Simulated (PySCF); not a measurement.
Simulated Si 2p region for `CO[B](OC)[Ge@@H]([SiH3])[GeH3]`, binding energy against the vacuum level.

Every computed line was given a Gaussian of 0.5 eV full width at half maximum and an area set by the number of equivalent atoms (split 2:1 within a doublet); the highest printed point is 100. Computed with PySCF, delta-SCF UKS SCAN, pcX-2 on the ionised atom, pcseg-1 elsewhere, spin-free X2C.

binding energy (eV), intensity and a bar:
```
    105.5          0 
    105.6          2 
    105.7          6 ##
    105.8         17 #####
    105.9         37 ###########
    106.0         64 ###################
    106.1         89 ###########################
    106.2        100 ##############################
    106.3         91 ###########################
    106.4         70 #####################
    106.5         52 ################
    106.6         45 ##############
    106.7         48 ##############
    106.8         51 ###############
    106.9         47 ##############
    107.0         35 ##########
    107.1         21 ######
    107.2         10 ###
    107.3          4 #
    107.4          1 
    107.5          0
```

Task: How many maxima does the curve show, and how many computed lines lie under it?

Result: The curve has 2 maxima (at 106.2 and 106.8 eV). Under it lie 2 lines from 1 inequivalent silicon site, drawn as a 2p3/2, 2p1/2 pair.

Task: Decompose the envelope and assign each component. Numbering: `[CH3:1][O:2][B:3]([O:4][CH3:5])[Ge@@H:6]([SiH3:7])[GeH3:8]`.

Result: 
| position (eV) | relative area | line | atoms | environment |
| --- | --- | --- | --- | --- |
| 106.20 | 0.67 | Si 2p3/2 | Si7 | SiH3 silicon |
| 106.82 | 0.33 | Si 2p1/2 | Si7 | SiH3 silicon |

No satellites, vibrations or lifetime broadening are included. For 2p shells one spin-free hole was relaxed; a mean-field spin–orbit operator and the ground-state splitting of the three 2p orbitals were then diagonalised within the shell. The shell's mean is (2 × 2p3/2 + 2p1/2)/3, and the degeneracies 2j + 1 give areas of 2:1. 2p1/2 minus 2p3/2 (ligand field included): Si 0.62 eV. The structure is a single PBE0-D3(BJ)/def2-SVP conformer in the gas phase; no vibrational or solvent corrections.

The run took 90 s of wall time on an Arm Neoverse V1 with one thread, no GPU, shared host with 64 logical CPUs at a one-minute load of 20, and the process peaked at 0.93 GiB of memory.

Shape of the structure used: `[CH3:1][O:2][B:3]([O:4][CH3:5])[Ge@@H:6]([SiH3:7])[GeH3:8]`: C1–O2–B3–O4 0°, O2–B3–O4–C5 179°, O2–B3–Ge6–Si7 -109°.
